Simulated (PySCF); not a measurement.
## Sm²⁺ (samarium, charge +2) across methods

[Xe] 4f5 6s1, one real determinant (an excited configuration). Computed with PySCF 2.14 in x2c-TZVPPall, with scalar relativity by spin-free X2C-1e.

```
method  E (hartree)  mean ε 5p β (eV)  mean ε 4f α (eV)  mean ε 6s α (eV)  Σ⟨r²⟩ (bohr²)    ⟨S²⟩
   LDA    -10417.76           -41.202           -26.044           -16.472          50.53  12.001
r2SCAN    -10425.84           -41.561           -26.394           -16.300          50.76  12.003
   PBE    -10425.50           -40.938           -25.864           -16.195          50.63  12.001
  PBE0    -10425.48           -42.767           -28.832           -16.748          50.69  12.002
```

Estimate the same row for UHF.

E (hartree) = -10422.05685; mean ε 5p β (eV) = -46.852; mean ε 4f α (eV) = -37.046; mean ε 6s α (eV) = -17.967; Σ⟨r²⟩ (bohr²) = 51.31; ⟨S²⟩ = 12.003.

⟨L²⟩ = 24.01 against 30 for a pure H term, so this real determinant mixes terms. Spin-orbit coupling, absent here, splits the open shell strongly.
